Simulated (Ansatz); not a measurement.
Reaction (formal exchange of groups at the Se–C bond): `O/C=C(/Cl)[SeH]` + `C[O][SnH3]` → `C[O][SnH2][SeH]` + `O/C=C\Cl`

Computed with Ansatz on PBE0-D4/def2-TZVP structures; ΔE is electronic, products minus reactants. CBS: MP2 limit from def2 TZ/QZ plus the TZ coupled-cluster correction, frozen cores. Double bonds are as drawn, so ΔE can hold a change between cis and trans. Functionals use def2-TZVPP. B3LYP here is the variant with VWN-RPA as its local correlation; programs differ in this. HSE06 is defined as in plane-wave codes. Elements past krypton have def2 core potentials. For Se, Sn outer-core shells are correlated without core-valence functions, which leaves a few kJ/mol of doubt a bond. Scalar relativity is left out up to krypton. One conformer a species, not always the lowest.

(1) Is it downhill or uphill in electronic energy at CCSD(T)/CBS, and by how much? (An estimate is asked.)

(2) What do these levels give: PBE0-D4, BHLYP-D4, CAM-B3LYP-D4, PBE-QIDH, B3LYP, r2SCAN0, HSE06, BHLYP, LC-ωPBE, MP2/def2-SVP, CCSD/def2-SVP, MP2/def2-TZVPP? (Best estimate.)

Largest T1 diagnostic among the species: 0.013.

## Answers

(1) The calculation gave: Downhill: ΔE = -1.65 eV.

(2) Computed: PBE0-D4 -1.60, BHLYP-D4 -1.65, CAM-B3LYP-D4 -1.57, PBE-QIDH -1.61, B3LYP -1.61, r2SCAN0 -1.65, HSE06 -1.62, BHLYP -1.66, LC-ωPBE -1.56, MP2/def2-SVP -1.56, CCSD/def2-SVP -1.57, MP2/def2-TZVPP -1.54 eV.

In def2-TZVPP, CCSD(T) changes the Hartree–Fock value by +0.19 eV (the triples alone add +0.02 eV) and MP2 by +0.18 eV. From BLYP to BHLYP (50 % exact exchange), in def2-TZVPP and without D4, ΔE moves by −0.08 eV.
